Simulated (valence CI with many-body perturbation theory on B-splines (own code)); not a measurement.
# Hf⁴⁸⁺: what each term of the Hamiltonian does

Computed by relativistic CI+MBPT: six valence electrons over a frozen Dirac-Fock core [Ar], radial functions for each j: 7 s, 7 p, 8 d, 6 f, 4 g, 1 h, with the one-electron correlation potential Σ1 (screened to all orders), the two-electron term Σ2, the three-electron term Σ3, Breit, model QED; selected single and double excitations, second order for the rest, scaled by the run's own slope (own B-spline code, finite nucleus).

No measured spectrum was set against this ion. As an estimate, large intervals hold to a few tenths of a per cent, small ones and those within an open d or f shell to about a per cent. Core correlation moves these levels by up to 14000 cm⁻¹, and in measured spectra 5 to 20 % of such shifts remained as error; rates that hang on mixing are uncertain with them. Among the levels kept, up to 1000 cm⁻¹ of a level comes from second order outside the variational space, and about a tenth of that is noise between levels of different J, which matters for small intervals. The list stops below the first excitations out of the core. Only levels of the ground parity were solved; by the run's estimate the other parity begins above the list, which can be wrong where configurations are misplaced.

Each rung adds one term. CI alone is the Dirac-Coulomb CI over the frozen core; QED comes last and gives the full result, which names the levels. Energies are above (3d3/2^4 3d5/2^2) J=4 on the same rung, in cm⁻¹.

Levels are named by their leading jj configuration (3d3/2^4 stands for four electrons in 3d with j = 3/2), which in mixed levels can hold well under half, so a name can repeat and another be missing. Letters in brackets count levels of one name in rising energy.

| Level | CI alone |
| --- | --- |
| (3d3/2^4 3d5/2^2) J=2 | 58968 |
| (3d3/2^4 3d5/2^2) J=0 | 191249 |
| (3d3/2^3 3d5/2^3) J=3 [a] | 438426 |
| (3d3/2^3 3d5/2^3) J=4 [a] | 454003 |
| (3d3/2^3 3d5/2^3) J=1 [a] | 474118 |
| (3d3/2^3 3d5/2^3) J=6 | 528523 |
| (3d3/2^3 3d5/2^3) J=5 | 523806 |
| (3d3/2^3 3d5/2^3) J=2 [a] | 572713 |
| (3d3/2^3 3d5/2^3) J=3 [b] | 584350 |
| (3d3/2^3 3d5/2^3) J=0 | 658736 |
| (3d3/2^3 3d5/2^3) J=4 [b] | 692166 |
| (3d3/2^3 3d5/2^3) J=2 [b] | 691915 |
| (3d3/2^3 3d5/2^3) J=1 [b] | 689651 |
| (3d3/2^3 3d5/2^3) J=3 [c] | 711311 |
| (3d3/2^2 3d5/2^4) J=2 [a] | 925732 |
| (3d3/2^2 3d5/2^4) J=0 [a] | 946288 |

What do these energies become with core correlation, Breit and QED?

(3d3/2^4 3d5/2^2) J=2 59514 (+545); (3d3/2^4 3d5/2^2) J=0 195727 (+4478); (3d3/2^3 3d5/2^3) J=3 [a] 439248 (+821); (3d3/2^3 3d5/2^3) J=4 [a] 452189 (-1814); (3d3/2^3 3d5/2^3) J=1 [a] 476845 (+2727); (3d3/2^3 3d5/2^3) J=6 513095 (-15428); (3d3/2^3 3d5/2^3) J=5 513461 (-10345); (3d3/2^3 3d5/2^3) J=2 [a] 565817 (-6896); (3d3/2^3 3d5/2^3) J=3 [b] 576882 (-7468); (3d3/2^3 3d5/2^3) J=0 650619 (-8117); (3d3/2^3 3d5/2^3) J=4 [b] 681936 (-10230); (3d3/2^3 3d5/2^3) J=2 [b] 686267 (-5647); (3d3/2^3 3d5/2^3) J=1 [b] 688173 (-1478); (3d3/2^3 3d5/2^3) J=3 [c] 703804 (-7507); (3d3/2^2 3d5/2^4) J=2 [a] 923821 (-1911); (3d3/2^2 3d5/2^4) J=0 [a] 948237 (+1949).

How does the ionisation energy move along the ladder, and which term matters most?

CI alone 4232.3, + Σ1 4234.5, + Σ2 4247.5, + Σ3 4247.8, + Breit 4246.0, + QED 4246.1 eV. The largest step is Σ2, 13.0 eV. NIST lists 4246 ± 4 eV (theoretical).
